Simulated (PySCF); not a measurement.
Species: chloromethylfluorosilane, CH4ClFSi.
Cartesian coordinates in Å at the PBE0-D3(BJ)/def2-SVP level; atoms count from 1:
```
atom  x, y, z in Å
F1     1.5527   -1.3860   -0.5831
Si2    0.9153   -0.0516    0.0976
C3    -0.9431   -0.0648   -0.1859
Cl4   -1.5584    1.4272    0.5957
H5     1.1982   -0.0854    1.5555
H6     1.5105    1.1434   -0.5546
H7    -1.2153   -0.0353   -1.2505
H8    -1.4418   -0.9287    0.2762
```

Method used: PySCF 2.14.0, PBE0-D3(BJ)/def2-SVP geometry optimisation, gas phase.

Take the most abundant isotopes and a rigid rotor. The values belong to one conformer with, in the numbering `[F:1][SiH2:2][CH2:3][Cl:4]`, F1–Si2–C3–Cl4 180°.

Give the principal moments of inertia and the rotational constants in MHz.

Ia = 28.67, Ib = 275.22, Ic = 294.58 u·Å²; 505379 MHz·u·Å²/I gives A = 17625, B = 1836, C = 1716 MHz.

Classify the top.

A near-prolate asymmetric top; Ray's κ = -0.985.

Is it planar, by Δ = Ic − Ia − Ib?

Not planar: Δ = Ic − Ia − Ib = -9.31 u·Å². For a rigid frame Δ = −2 Σ m c², so Σ m c² = 4.66 u·Å² lies off the ab plane, practically all of it from hydrogen. The atom farthest from that plane is 1.23 Å away.

Give the other two planar moments, Paa and Pbb, and the rms extents of the mass along the axes.

Paa = Σ m a² = (Ib + Ic − Ia)/2 = 270.56 and Pbb = Σ m b² = (Ia + Ic − Ib)/2 = 24.02 u·Å². With the mass M = 97.98 u, the rms extents √(P/M) along a, b and c are 1.66, 0.50, 0.22 Å.

Which types of transition are allowed, and where do some lines up to J = 5 fall?

The dipole components are |μa| = 0.16 D, |μb| = 0.56 D, |μc| = 0.00 D; the mirror of this Cs structure is the ab plane, so μc vanishes by symmetry (the 0.01 D computed is a residue) and there are no c-type lines. The squared components, which scale the intensities, stand as 0.08 : 1.00 (a : b). Some lines, for components of 0.1 D or more:

| type | branch | J(Ka,Kc) | MHz | lower level (cm⁻¹) |
| --- | --- | --- | --- | --- |
| a | R | 3(0,3) ← 2(0,2) | 10653 | 0.355 |
| a | R | 4(3,2) ← 3(3,1) | 14209 | 5.469 |
| a | R | 5(4,1) ← 4(4,0) | 17761 | 9.644 |
| b | R | 1(1,1) ← 0(0,0) | 19341 | 0.000 |
| b | R | 2(1,2) ← 1(0,1) | 22772 | 0.118 |
| b | R | 4(1,4) ← 3(0,3) | 29455 | 0.711 |
| b | R | 5(1,5) ← 4(0,4) | 32709 | 1.184 |
| b | Q | 3(2,2) ← 3(1,3) | 47910 | 1.227 |
| b | R | 3(2,2) ← 2(1,1) | 58022 | 0.890 |
| b | Q | 4(3,1) ← 4(2,2) | 79238 | 3.300 |
| b | Q | 3(3,0) ← 3(2,1) | 79243 | 2.826 |
| b | Q | 4(3,2) ← 4(2,3) | 79248 | 3.299 |
| b | Q | 5(3,3) ← 5(2,4) | 79252 | 3.892 |
| b | Q | 5(4,1) ← 5(3,2) | 110942 | 6.535 |
| b | Q | 5(5,1) ← 5(4,2) | 142642 | 10.236 |
| b | R | 5(5,1) ← 4(4,0) | 160402 | 9.644 |

Whether it is a minimum is left open (no frequencies). Constants of a rigid frame at the computed geometry: no zero-point averaging, no centrifugal distortion. Quadrupole hyperfine structure (35Cl) is left out.

The run took 13 s on one thread, Arm Neoverse V1, no GPU, on a shared host. That covers the optimisation of the geometry.
